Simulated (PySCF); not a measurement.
Al(F)(Br)(OH) (AlBrFHO), SMILES [OH][Al]([F])[Br].

Geometry: r2SCAN-D4/def2-SVP. One conformer was computed; it need not be the lowest.

Calculation: TDDFT-ωB97X/def2-SVPD run with PySCF.

Vertical excitations. Gas-phase values at a fixed geometry. State labels are in the subgroup Cs.

### Question
Estimate the UV-visible absorptions. (The exact figures need the calculation; the answer reports its results.)

### Answer

```tsv
state	symmetry	energy (eV)	λ (nm)	f	main pairs
S1	A'	6.85	181	0.026	HOMO→LUMO 86 %
S2	A"	6.92	179	0.028	HOMO−1→LUMO 85 %
S3	A"	7.62	163	0.000	HOMO→LUMO+1 94 %
S4	A"	7.77	160	0.089	HOMO−2→LUMO 86 %
S5	A'	7.99	155	0.022	HOMO−1→LUMO+1 63 %, HOMO−3→LUMO 25 %
S6	A'	8.12	153	0.052	HOMO−3→LUMO 53 %, HOMO−1→LUMO+1 19 %, HOMO−4→LUMO 11 %
S7	A'	8.93	139	0.330	HOMO−4→LUMO 65 %
S8	A"	8.98	138	0.001	HOMO−3→LUMO+1 95 %
S9	A'	9.25	134	0.055	HOMO−2→LUMO+1 84 %
S10	A'	9.42	132	0.127	HOMO→LUMO+3 54 %, HOMO→LUMO+6 9 %, HOMO→LUMO+4 9 %
T1	A'	6.56	189	0	HOMO→LUMO 82 %
T2	A"	6.68	186	0	HOMO−1→LUMO 81 %
T3	A"	7.45	166	0	HOMO−2→LUMO 81 %
T4	A'	7.45	166	0	HOMO−1→LUMO+1 87 %
```
Triplets are in the Tamm–Dancoff approximation, which puts them higher than full response would, so one can lie above its singlet here.
